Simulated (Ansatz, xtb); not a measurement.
# C4H6Cl2Ge: which of two isomers lies lower

We compare X, `ClC1=[CH][GeH2][CH2][C@@H]1Cl`, a singlet, with Y, `Cl[C@@H]1C=C[CH2][Ge@H]1[Cl]`, a singlet. Both are isolated molecules in the gas phase, relaxed with r2SCAN-D4/def2-SVP; the shapes shown needn't be the lowest conformers.

X (Å):

```json
{"atom": "C", "x (Å)": "-2.2947", "y (Å)": "0.6435", "z (Å)": "1.9999"}
{"atom": "C", "x (Å)": "-1.0033", "y (Å)": "0.4213", "z (Å)": "2.2987"}
{"atom": "C", "x (Å)": "-1.8254", "y (Å)": "-0.3925", "z (Å)": "-0.2181"}
{"atom": "C", "x (Å)": "-2.7967", "y (Å)": "0.4721", "z (Å)": "0.5846"}
{"atom": "Cl", "x (Å)": "-3.4728", "y (Å)": "1.2174", "z (Å)": "3.1447"}
{"atom": "Cl", "x (Å)": "-2.9237", "y (Å)": "2.1416", "z (Å)": "-0.1630"}
{"atom": "Ge", "x (Å)": "-0.0881", "y (Å)": "-0.1392", "z (Å)": "0.6801"}
{"atom": "H", "x (Å)": "-0.6127", "y (Å)": "0.5919", "z (Å)": "3.3044"}
{"atom": "H", "x (Å)": "0.7086", "y (Å)": "-1.4432", "z (Å)": "0.8339"}
{"atom": "H", "x (Å)": "0.8140", "y (Å)": "0.9538", "z (Å)": "0.0895"}
{"atom": "H", "x (Å)": "-2.1056", "y (Å)": "-1.4521", "z (Å)": "-0.0908"}
{"atom": "H", "x (Å)": "-1.8632", "y (Å)": "-0.1550", "z (Å)": "-1.2891"}
{"atom": "H", "x (Å)": "-3.8297", "y (Å)": "0.0937", "z (Å)": "0.5749"}
```

Y (Å):

```xyz
13

C    -1.1471    1.2038    1.7738
C    -2.5692    1.1982    1.3122
C    -3.0097    0.1978    0.5226
C    -2.0876   -0.9089    0.0849
Cl   -1.0595    0.8062    3.5641
Cl    0.7610    0.5535   -0.9399
Ge   -0.3512   -0.2747    0.7372
H    -0.6468    2.1761    1.6617
H    -3.2406    1.9960    1.6497
H    -4.0556    0.1807    0.1911
H    -2.0787   -1.0353   -1.0107
H    -2.3839   -1.8816    0.5166
H     0.5860   -1.2164    1.4918
```

Estimate which is lower in electronic energy at CCSD(T)/def2-SVP + ΔMP2/def2-TZVPP, and by roughly how much.

The CCSD(T)/def2-SVP + ΔMP2/def2-TZVPP calculation puts structure Y lower, by 127.4 kJ/mol.

Level by level:

| level | geometry | E(Y) − E(X) (kJ/mol) | departure from the last row (kJ/mol) | job, with rough time for the two |
| --- | --- | --- | --- | --- |
| GFN2-xTB | GFN2-xTB | −112.5 | +14.9 | optimisation, 0.23 s |
| HF/STO-3G | GFN2-xTB | −152.6 | −25.2 | single point, 0.52 s |
| r2SCAN-D4/def2-SVP//GFN2-xTB | GFN2-xTB | −131.8 | −4.4 | single point, 4.2 s |
| r2SCAN-D4/def2-SVP | r2SCAN-D4/def2-SVP | −128.0 | −0.6 | optimisation, 53 s |
| HF/def2-SVP | r2SCAN-D4/def2-SVP | −151.3 | −23.9 | part of the CCSD(T) run |
| MP2/def2-SVP | r2SCAN-D4/def2-SVP | −121.5 | +5.9 | part of the CCSD(T) run |
| CCSD(T)/def2-SVP | r2SCAN-D4/def2-SVP | −121.9 | +5.5 | single point |
| CCSD(T)/def2-SVP + ΔMP2/def2-TZVPP | r2SCAN-D4/def2-SVP | −127.4 |  | single point, 87 s |

As drawn, Y has 1 Cl–Ge, 1 C–H in place of 1 C–Cl, 1 Ge–H.

None of the levels shown reverses the order. The largest departure from CCSD(T)/def2-SVP + ΔMP2/def2-TZVPP is that of HF/STO-3G, 25.2 kJ/mol. The last row adds to CCSD(T) the change of the MP2 difference between the two basis sets, here −5.5 kJ/mol.

With thermal terms from frequencies at re-optimised GFN2-xTB minima (ideal gas, soft modes damped towards free rotors, one conformer each, 298.15 K, 1 atm): the zero-point term adds +5.1 kJ/mol; ΔH is −121.0 and ΔG −124.6 kJ/mol.

The correlated steps freeze 23 core orbitals; the filled d shell of Ge is correlated, in a basis made for valence electrons. Programs: Ansatz 0.2.0, xtb 6.7.1; the last row on 4 threads of Arm Neoverse V2 on a shared host.
